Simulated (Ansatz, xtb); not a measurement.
# C4H6N2O: which of two isomers lies lower

Structure a is `COc1cc[nH]n1`, a singlet and structure b is `COc1ccn[nH]1`, a singlet. Both are isolated molecules in the gas phase, relaxed with r2SCAN-D4/def2-SVP; the shapes shown needn't be the lowest conformers.

a (Å):

```yaml
atoms:
  - { symbol: C, position_ang: [1.5345, -0.9811, -2.4784] }
  - { symbol: C, position_ang: [1.4885, -0.4049, -0.2170] }
  - { symbol: C, position_ang: [1.7108, 0.3807, 0.9443] }
  - { symbol: C, position_ang: [1.1738, -0.3867, 1.9644] }
  - { symbol: N, position_ang: [0.6920, -1.5159, 1.3881] }
  - { symbol: N, position_ang: [0.8717, -1.5531, 0.0516] }
  - { symbol: O, position_ang: [1.8514, -0.0489, -1.4574] }
  - { symbol: H, position_ang: [2.0282, -1.9505, -2.2976] }
  - { symbol: H, position_ang: [1.8936, -0.5426, -3.4181] }
  - { symbol: H, position_ang: [0.4471, -1.1568, -2.5315] }
  - { symbol: H, position_ang: [2.1903, 1.3541, 1.0087] }
  - { symbol: H, position_ang: [1.1014, -0.2137, 3.0373] }
  - { symbol: H, position_ang: [0.2332, -2.2948, 1.8431] }
```

b (Å):

```xyz
13

C     0.8885   -1.9642   -1.8574
C     1.1307   -0.9053    0.1965
C     1.8661    0.2148   -0.1753
C     2.0486    0.9064    1.0510
N     1.4861    0.2836    2.0809
N     0.9317   -0.8201    1.5356
O     0.6294   -1.9566   -0.4648
H     1.9743   -1.9841   -2.0566
H     0.4487   -1.0772   -2.3457
H     0.4246   -2.8729   -2.2602
H     2.2142    0.4893   -1.1679
H     2.5768    1.8466    1.2162
H     0.4289   -1.4848    2.1120
```

Energies in hartree; the thermal terms are from GFN2-xTB frequencies at re-optimised GFN2-xTB minima (ideal gas, soft modes damped towards free rotors, one conformer each, 298.15 K, 1 atm) and include the zero-point energy:

```
                              a           b
E, CCSD(T)/def2-SVP  −339.545434  −339.541555
    E, MP2/def2-SVP  −339.466909  −339.462828
  E, MP2/def2-TZVPP  −340.098236  −340.093872
  zero-point energy     0.100349     0.100528
       H(298 K) − E     0.107758     0.107898
       G(298 K) − E     0.070035     0.070189
```

Task: Correct the CCSD(T) difference for the basis set by the MP2 change, then work out ΔE, ΔE₀, ΔH and ΔG for a → b in kJ/mol (1 Eh = 2625.50 kJ/mol) and the equilibrium ratio [b]/[a].

Result: 1. Differences b − a: CCSD(T) +0.003879, MP2 in the small set +0.004081, MP2 in the large set +0.004364 Eh.
2. ΔE = +0.003879 + (+0.004364 − (+0.004081)) = +0.004162 Eh = +10.93 kJ/mol.
3. ΔE₀ = ΔE + ΔZPE = +0.004162 + (+0.000179) Eh = +11.40 kJ/mol.
4. ΔH = ΔE + (+0.000140) Eh = +11.29 kJ/mol.
5. ΔG = ΔE + (+0.000154) Eh = +11.33 kJ/mol, so ΔS = (ΔH − ΔG)/T = −0.1 J/(mol K).
6. kT = 0.9442 mEh, so K = [b]/[a] = exp(−ΔG/kT) = exp(−4.57) ≈ 0.01.

Structure a is favoured at this temperature. An error of 4 kJ/mol in ΔG would change K by a factor of 5. HF/STO-3G found them nearly level. Mirror images and further conformers aren't counted.

As drawn, both hold the same kinds of bond in the same numbers.

Other levels gave ΔE = +8.2 (GFN2-xTB); 0.0 (HF/STO-3G, GFN2-xTB geometries); +11.5 (r2SCAN-D4/def2-SVP//GFN2-xTB); +11.0 (r2SCAN-D4/def2-SVP); +8.8 (HF/def2-SVP); +10.7 (MP2/def2-SVP); +10.2 (CCSD(T)/def2-SVP) kJ/mol. The correlated steps freeze 7 core orbitals. Programs: Ansatz 0.2.0, xtb 6.7.1.
